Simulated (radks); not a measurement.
Problem. Tl66+, 15 electrons, occupied as [Ne] 3s2 3p3. Method: scalar-relativistic Kohn-Sham, PBEsol, spin-polarised, spherical densities, finite nucleus; open shells are filled with parallel spins first (spin-orbit coupling, left out, can overturn this in heavy ions); Fermi nuclear charge, rms radius 5.4759 fm; computed with a radial shooting solver on a logarithmic mesh with Libxc functionals. Some entries of the table are withheld. Estimate them.

orbital,occ.,eigenvalue (hartree),<1/r> (bohr^-1)
1s up,1,-3350.663,99.37
1s down,1,-3350.175,99.38
2s up,1,-758.3197,23.59
2s down,1,-757.9514,23.59
2p up,3,-681.5493,(1)
2p down,3,-681.0498,(2)
3s up,1,-304.7753,(3)
3s down,1,-303.2674,(4)
3p up,3,-282.3017,8.672
3p down,0,-280.8008,8.665

Solution. 
(1) 2p up <1/r> (bohr^-1): 20.81
(2) 2p down <1/r> (bohr^-1): 20.81
(3) 3s up <1/r> (bohr^-1): 9.477
(4) 3s down <1/r> (bohr^-1): 9.466
